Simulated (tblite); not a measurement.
Compound: C₄H₉FO₃Si.
Z-matrix (Å and degrees, GFN2-xTB geometry), rows numbered from 1:
```
O 
Si  1  1.6108
C   2  1.9149  1  103.63
F   3  1.3872  2  110.67  1   179.92
O   2  1.6326  1  111.43  3  -120.22
C   5  1.4107  2  119.96  1  -153.19
C   6  1.5260  5  111.68  2    47.11
C   7  1.5261  6  111.11  5   -59.61
O   8  1.4108  7  111.69  6    59.61
H   1  0.9550  2  120.63  3  -179.96
H   3  1.0907  2  112.47  1   -61.47
H   3  1.0907  2  112.42  1    61.33
H   6  1.0939  5  106.53  2   167.90
H   6  1.0956  5  109.18  2   -74.60
H   7  1.0914  6  108.63  5    59.82
H   7  1.0895  6  109.58  5   179.10
H   8  1.0956  7  109.91  6   -61.67
H   8  1.0939  7  110.54  6   178.03
```

All values are computed: GFN2-xTB (tblite) harmonic vibrations without scaling, gas phase. Against measured fundamentals such values can be off by several per cent, at times by over 20. One conformer, not necessarily the lowest.

Harmonic wavenumbers (cm⁻¹): 51.4, 60.7, 128.9, 151.1, 186.5, 213.3, 242.2, 283.6, 293.9, 350.4, 389.3, 418.9, 550.1, 665.8, 734.9, 758.2, 820.8, 853.5, 900.3, 907.7, 932.9, 968.2, 1016.4, 1023.1, 1108.0, 1120.7, 1139.3, 1188.5, 1194.2, 1215.3, 1251.4, 1280.7, 1321.2, 1336.6, 1337.1, 1440.7, 1451.5, 1473.4, 1483.0, 2917.6, 2920.0, 2946.7, 2947.3, 2983.4, 2988.4, 2992.0, 3005.7, 3644.3.

A = 1763, B = 1246, C = 1059 MHz; mass 152.030 u (most abundant isotopes); point group Cs, symmetry number 1.

Question: Zero-point energy?

Answer: ½Σν̃ = 29795 cm⁻¹ = 85.19 kcal/mol.

Question: Give the ideal-gas entropy at 200 K and 1 bar in the rigid-rotor, harmonic-oscillator model (classical rotation).

Answer: Translation 39.01, rotation 28.12, vibration 19.56: S = 86.7 cal/(mol K).

Question: And Cp and H(200 K) − H(0)?

Answer: Cp = 29.28 cal/(mol K), of which vibrations give 21.33 (their classical limit is 48 R = 95.4); H(200 K) − H(0) = 3.76 kcal/mol without the zero-point energy, 2.17 from vibrations.

Question: What must be added to the electronic energy to get the Gibbs energy at 200 K and 1 bar?

Answer: ZPE + [H(200 K) − H(0)] − T·S = 85.19 + 3.76 − 17.34 = 71.61 kcal/mol.

Question: Blend soft modes into free rotors: weight 1/[1 + (100 cm⁻¹/ν̃)⁴] for the oscillator and the rest for a rotor with moment μB/(μ + B), μ = h/(8π²ν), B = 10⁻⁴⁴ kg m². What vibrational entropy results?

Answer: 18.25 cal/(mol K) in place of 19.56, which changes −T·S at 200 K by +0.26 kcal/mol.

Question: How do the functions run with temperature in this model?

Answer: 
```
 T (K)  S (cal/(mol K))  Cp (cal/(mol K))  H − H(0) (kcal/mol)  G − H(0) (kcal/mol)  ln q(vib)
    50             59.1              13.0                 0.50                -2.46       0.50
   100             70.1              19.4                 1.31                -5.70       1.67
298.15            100.1              38.8                 7.10               -22.76       7.03
373.15            109.6              46.1                10.28               -30.63       9.03
   500            124.6              56.6                16.82               -45.50      12.35
   750            150.5              70.7                32.87               -79.99      18.60
  1000            172.1              79.6                51.74              -120.40      24.37
```

q(vib) and H(0) count from the zero-point level.

Hindered rotation and anharmonicity are outside this model. Other conformers, if any are populated, would add a mixing term that is left out.
